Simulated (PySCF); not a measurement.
**The halides of tin, SnF₂⁺ to SnBr₂⁺**

Level: PBE0 in the def2-TZVP basis family, computed in PySCF with density fitting; scalar-relativistic core potentials for atoms from Rb on, none lighter, no spin–orbit coupling; open shells unrestricted.

Each entry is the lowest minimum that a search over a few typed start shapes (and spin states, where more than one is plausible) found, or that minimum re-optimised at the stated level; isomers with ligand–ligand bonds, or fragments after loss of a ligand pair, can lie lower.

```tsv
molecule	2S+1	point group	mean bond to Sn (Å)	distinct angles (°)	lowest ω (cm⁻¹)	polar-tensor charge of Sn
SnF₂⁺	2	C2v	1.874	117	134	1.68
SnCl₂⁺	?	?	?	?	?	?
SnBr₂⁺	2	C2v	2.428	121	65	1.15
```

**Question.** Fill in the row of SnCl₂⁺.

**Answer.** 2S+1: 2; point group: C2v; mean bond to Sn (Å): 2.272; distinct angles (°): 120; lowest ω (cm⁻¹): 93; polar-tensor charge of Sn: 1.33.

The bond lengthens at every step; the largest change, 0.398 Å, falls between SnF₂⁺ and SnCl₂⁺ among the members listed.

Left out of the table are members whose search was unfinished or whose lowest solution was spin-contaminated, unstable, very soft or bonded differently.
